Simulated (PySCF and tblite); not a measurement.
C7H8FNO, numbered as in [N:1]#[C:2][C@:3]1([F:4])[CH2:5][CH2:6][CH2:7][C@@H:8]2[O:9][C@H:10]12. Geometries GFN2-xTB; weights from PBE0-D3(BJ)/pcSseg-1 energies and GFN2-xTB thermal corrections, with symmetry numbers and mirror pairs. Conformers within 2.5 kcal/mol (GFN2-xTB free energy) were kept, 3 at most. GIAO shieldings: PBE0/pcSseg-1. Couplings: B3LYP/6-31G* with pcJ-1 on H, F (gas phase; spin-dipole term only for pairs with B, N, F, Si or P). H–H couplings come out 0.1 to 0.9 Hz lower than with pcJ-1 on all atoms. Shifts are against TMS (¹H), TMS (¹³C), CFCl3 (¹⁹F), NH3 (¹⁵N) at the same level; of two unlike H on one atom, a is the less shielded. Run with PySCF (density fitting) and tblite.

The 6-ring runs over atoms 3–5–6–7–8–10.

Two conformers hold nearly all the population. I: 6-ring half-chair (ring torsions -67, 55, -22, 0, -11, 43°); δ(H5a) = 2.38 ppm. II: 6-ring half-chair (ring torsions 68, -49, 16, -1, 18, -51°); δ(H5a) = 1.68 ppm. The average over the ensemble at 298.15 K is 2.01 ppm.

Question: What populations and free-energy difference follow from a two-state model?

Answer: p(I) = (2.01 − 1.68)/(2.38 − 1.68) = 0.47, so K = p(II)/p(I) = 1.12 and G(II) − G(I) = −RT ln K = -0.07 kcal/mol. The weights computed directly are 46.0 % and 54.0 %.


¹⁵N shifts are against a computed isolated NH3 molecule, about 20 ppm from the liquid.

Conformer gaps in pcSseg-1 on xTB geometries can be 2 kcal/mol off for S=O, P=O and other polar bonds.